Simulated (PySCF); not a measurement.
Ligand exchange on a metal centre used in film growth or etching (Zr F-Br). Isolated molecules, 0 K electronic values unless said otherwise.

The charge on the central atom (Mulliken) from two functionals at the same geometries (r2SCAN-D4/def2-SVP), both in PySCF: PBE-D3(BJ)/def2-TZVP and B3LYP-D3(BJ)/def2-TZVP. B3LYP has the VWN-RPA correlation part, as in Gaussian. 

| species | PBE-D3(BJ)/def2-TZVP (e) | B3LYP-D3(BJ)/def2-TZVP (e) |
|---|---|---|
| 1 of 4 F replaced by Br ([Zr(F)3(Br)]) | 1.53 | 1.69 |
| 2 of 4 F replaced by Br | 1.41 | 1.56 |
| 3 of 4 F replaced by Br ([Zr(F)(Br)3]) | 1.28 | 1.41 |

Over these rows, drawn at random from the members with no instability flagged (it was tested for open shells, ions and some series alone), PBE minus B3LYP-D3(BJ): mean -0.15 e, from -0.17 e to -0.13 e.
